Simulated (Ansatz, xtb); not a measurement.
Ranking isomers of FH3INSi2

8 gas-phase structures of FH3INSi2, found in a search over its isomers (lower ones may exist). Each was relaxed with GFN2-xTB; where two conformers were screened, the lower at r2SCAN-D4/def2-SVP is listed:

A. `F[SiH2]/N=[SiH]/I`, a singlet
B. `F[SiH2]N=[SiH]I`, a singlet
C. `F[SiH2]N[Si]I`, a singlet
D. `F/[Si](I)=N\[SiH3]`, a singlet
E. `F/[SiH]=N/[SiH2]I`, a singlet
F. a singlet given by its coordinates
G. `F/[Si](I)=N/[SiH3]`, a singlet
H. `F[Si]N[SiH2]I`, a singlet

F (Å):

```yaml
atoms:
  - { symbol: F, position_ang: [-0.4027, 2.9323, 1.8805] }
  - { symbol: I, position_ang: [-1.3107, -2.0207, -1.0527] }
  - { symbol: N, position_ang: [0.1797, 1.1146, 0.0280] }
  - { symbol: Si, position_ang: [-0.6594, 2.5757, 0.3287] }
  - { symbol: Si, position_ang: [0.3691, -0.4694, -0.1351] }
  - { symbol: H, position_ang: [-2.1079, 2.4744, 0.2228] }
  - { symbol: H, position_ang: [-0.0249, 3.6356, -0.4365] }
  - { symbol: H, position_ang: [1.5481, -1.2428, 0.1629] }
```

Close contacts (Å): F1–Si4 1.61, I2–Si5 2.46, N3–Si4 1.71, N3–Si5 1.60, Si4–H6 1.46, Si4–H7 1.45, Si5–H8 1.44.

Problem. Estimate their order in r2SCAN-D4/def2-SVP energy at these geometries, lowest first.

Solution. Calculated order at r2SCAN-D4/def2-SVP: C (0.000), H (0.156), F (0.664), A (0.731), B (0.742), E (0.750), G (0.929), D (0.984) eV. Less than 1 kcal/mol parts A and B; B and E, so the order within those pairs means little.

Energies above the lowest of each column, in eV; the last columns are at B3LYP-D3(BJ)/def2-SVP geometries and were run for some of them only (a dash: not run or not comparable):

```tsv
structure	GFN2-xTB	HF/STO-3G	r2SCAN-D4/def2-SVP	B3LYP-D3(BJ)/def2-SVP	CCSD(T)/def2-SVP + ΔMP2/def2-TZVPP
C	0.438	0.000	0.000	0.000	0.000
H	0.623	0.016	0.156	0.238	0.209
F	0.179	2.313	0.664	0.833	–
A	0.112	2.329	0.731	–	–
B	0.200	2.396	0.742	–	–
E	0.000	2.337	0.750	–	–
G	0.731	2.263	0.929	–	–
D	0.754	2.455	0.984	–	–
```

CCSD(T)/def2-SVP + ΔMP2/def2-TZVPP puts C lowest of those it was run on; GFN2-xTB picks E. Some further structures that were screened fall inside this span and aren't listed. Flexible structures stand in one conformer each, not always the lowest. Frequencies (B3LYP-D3(BJ)/def2-SVP) were run for C, H alone. Atoms past krypton carry core potentials in the def2 sets, without spin–orbit terms. ΔMP2 is the change of the MP2 energy from the smaller to the larger basis.

Over these structures GFN2-xTB departs from r2SCAN-D4/def2-SVP by 0.359 eV on average once a common shift is removed. A GFN2-xTB relaxation took about 0.16 s and the r2SCAN-D4/def2-SVP energy about 2.2 s on a shared host (Ansatz 0.2.0, xtb 6.7.1).
